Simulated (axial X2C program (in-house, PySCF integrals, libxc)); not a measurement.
# What spin–orbit coupling does to GeBi⁻

All values were computed with an in-house all-electron X2C program for linear molecules (integrals from PySCF). Spin-free means the one-electron spin-free X2C Hamiltonian; two-component (2c) means X2C with spin–orbit coupling and atomic mean-field two-electron Coulomb terms, the Gaunt term switched off, so the difference of the two also holds small scalar two-electron terms. Basis: Bi dyall-av2z [11s13p10d5f], Ge dyall-av2z [8s9p6d] (cores contracted in-house); Gaussian nuclei, density fitting, unrestricted open shells. Masses: Bi 208.980 u, Ge 73.921 u.

Spin-free state: M_S = 0, Λ = 0 (closed shell); fragments Bi + Ge-.

```csv
level,Re (Å),ωe (cm⁻¹),De (eV),μ (D)
PBE0,2.439,276.9,3.399,-2.14
HF,2.417,297.7,0.636,-1.80
BHandHLYP,2.429,284.8,3.257,-1.96
B97-3,2.455,271.3,3.646,-2.17
```

Dipoles are positive if Ge is the positive end and refer to the centre of mass.

Two-component determinant lowest at the distance of the search:

Ω = 0 (closed shell); fragments Bi + Ge-.

```
    level  Re (Å)  ωe (cm⁻¹)  De (eV)  μ (D)
     PBE0   2.458      261.1    2.958  -2.53
       HF   2.459      257.1    0.553  -2.61
BHandHLYP   2.455      261.2    2.692  -2.47
    B97-3   2.476      254.1    3.033  -2.55
```

Question: From the two tables, how do the constants change at the PBE0 level (2c against spin-free)?

Answer: At the PBE0 level Re rises by 0.019 Å and ωe goes down by 15.8 cm⁻¹; De changes by -0.441 eV.

The state is a single determinant with fixed occupations, the lowest that a limited PBE0 search found. The closed shell is kept restricted, so the energy runs too high when the bond is stretched far. Dissociation energies refer to the lowest single-determinant-based atoms at the same level and basis. The functionals have no current-density term, which raises determinants with orbital currents, atoms included. Hartree–Fock gets electron affinities wrong, so its lowest charge split need not be the true one.
